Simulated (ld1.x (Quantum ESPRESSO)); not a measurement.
**Logarithmic derivatives: C (Z = 6), PAW**

| Property | Result |
| --- | --- |
| Element | carbon (C) |
| Generator | ld1.x (Quantum ESPRESSO) 7.5 |
| Type | PAW |
| Functional | PBE |
| Relativity | non-relativistic |
| Frozen core | [He] |
| Valence charge | 4 |
| Reference configuration | 2s2 2p1 (charge +1) |
| Partial waves | 2s (bound): rcut 1.10, rcutus 1.40 bohr; 2s channel at 0.55 Ry: rcut 1.10, rcutus 1.40 bohr; 2p (bound): rcut 1.35, rcutus 1.45 bohr; 2p channel at 1.45 Ry: rcut 1.35, rcutus 1.45 bohr |
| Local potential | all-electron potential smoothed inside 1.35 bohr (lloc = -2) |
| Core correction | Bessel-smoothed model core inside 0.75 bohr |
| Augmentation charge | PSQ, radius 1.05 bohr |

The phase is arctan(r·u′/u) with u = r·R(r), unwrapped; energies in Ry, scanned from -4 to 5 Ry. A pole is an energy at which the radial function vanishes at the test radius. The pseudo phase is shifted by a multiple of π to meet the all-electron one at the reference energy, and phase errors are pseudo minus all-electron; the curves can meet again beyond the range given. Levels narrower than the energy grid can be missing from the lists of poles.

**Question.** For each channel, where are the poles, and over which energies does the pseudopotential scatter like the atom?

**Answer.**

| channel | radius (bohr) | reference energy (Ry) | poles, all-electron | poles, pseudo | unbroken range about the reference energy with phases within 0.05 rad | phase error 1 Ry above the reference energy (rad) |
| --- | --- | --- | --- | --- | --- | --- |
| s | 1.59 | -1.89 | 0.87 | 0.87 | the whole range | -0.000 |
| p | 1.59 | -1.25 | 0.83 | 0.83 | the whole range | +0.000 |

Phases in the s channel:

```csv
E (Ry),all-electron,pseudo
-4.00,0.980,0.980
-3.76,0.918,0.918
-3.52,0.838,0.838
-3.28,0.732,0.732
-3.04,0.588,0.588
-2.80,0.392,0.392
-2.56,0.132,0.132
-2.32,-0.178,-0.178
-2.08,-0.490,-0.490
-1.84,-0.753,-0.753
-1.60,-0.952,-0.952
-1.36,-1.099,-1.099
-1.12,-1.208,-1.208
-0.88,-1.290,-1.290
-0.64,-1.354,-1.354
-0.40,-1.406,-1.406
-0.16,-1.448,-1.448
0.08,-1.484,-1.484
0.32,-1.514,-1.514
0.56,-1.541,-1.541
0.80,-1.565,-1.565
1.04,-1.586,-1.586
1.28,-1.606,-1.606
1.52,-1.624,-1.624
1.76,-1.641,-1.641
2.00,-1.658,-1.658
2.24,-1.674,-1.674
2.48,-1.690,-1.690
2.72,-1.705,-1.705
2.96,-1.721,-1.721
3.20,-1.736,-1.737
3.44,-1.753,-1.753
3.68,-1.769,-1.770
3.92,-1.787,-1.788
4.16,-1.806,-1.807
4.40,-1.826,-1.827
4.64,-1.848,-1.850
4.88,-1.871,-1.874
```
